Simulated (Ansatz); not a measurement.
`[NH2][Hf]([OH])([F])[Cl]` + H–F → `[NH2][Hf]([F])([F])[Cl]` + H₂O at 400 K and 1 bar (ligand exchange at the Hf–O bond).

Program: Ansatz. Geometries: PBE0-D4/def2-TZVP. ΔE: electronic, gas phase. CCSD(T)/CBS adds triple-zeta CCSD(T) − MP2 to the extrapolated MP2 energy (def2 sets, frozen cores). This one scheme is used for every species. Elements past krypton have def2 core potentials. For Hf outer-core shells are correlated without core-valence functions, which leaves a few kJ/mol of doubt a bond. Each species was taken in one conformer, which may not be the lowest.

```json
{"species": "`[NH2][Hf]([OH])([F])[Cl]`", "CCSD(T)/CBS energy (Eh)": "-739.42806", "H − E (kJ/mol)": "143.9", "S (J/(mol·K))": "430.1"}
{"species": "H–F", "CCSD(T)/CBS energy (Eh)": "-100.39570", "H − E (kJ/mol)": "36.5", "S (J/(mol·K))": "182.2"}
{"species": "`[NH2][Hf]([F])([F])[Cl]`", "CCSD(T)/CBS energy (Eh)": "-763.45993", "H − E (kJ/mol)": "112.6", "S (J/(mol·K))": "413.6"}
{"species": "H₂O", "CCSD(T)/CBS energy (Eh)": "-76.37941", "H − E (kJ/mol)": "69.8", "S (J/(mol·K))": "198.6"}
```

H − E and S are ideal-gas, rigid-rotor, harmonic terms from PBE0-D4/def2-TZVP, for one conformer and one mirror image of each species. 1 Eh = 2625.50 kJ/mol, R = 8.31446 J/(mol·K).

Task: By hand: ΔE, ΔH, ΔS and ΔG.

Result: ΔE = (-763.45993) + (-76.37941) − (-739.42806) − (-100.39570) = -0.01558 Eh = -40.9 kJ/mol. Δ(H − E) = 112.6 + 69.8 − 143.9 − 36.5 = 2.0, so ΔH = -38.9 kJ/mol. ΔS = 413.6 + 198.6 − 430.1 − 182.2 = -0.1 J/(mol·K). ΔG = -38.9 − 400 × (-0.1)/1000 = -38.9 kJ/mol.

Task: By hand: the equilibrium constant, and the temperature at which ΔG would vanish if ΔH and ΔS stayed fixed.

Result: log₁₀ K = −ΔG/(RT ln 10) = 5.1. ΔG = 0 at ΔH/ΔS = 389000 K, far beyond where these terms or the molecules hold.

The number of gas molecules stays the same, so ΔS is small and ΔH decides. A doubt of 5 kJ/mol in ΔE shifts log₁₀ K by 0.7 here. Other conformers and mirror images would add mixing entropy, several J/(mol·K) or more a flexible species. These are equilibria of isolated gas molecules and say nothing of rates. Largest T1 diagnostic: 0.015 (customary marks: 0.02 for closed shells, 0.045 for open ones).
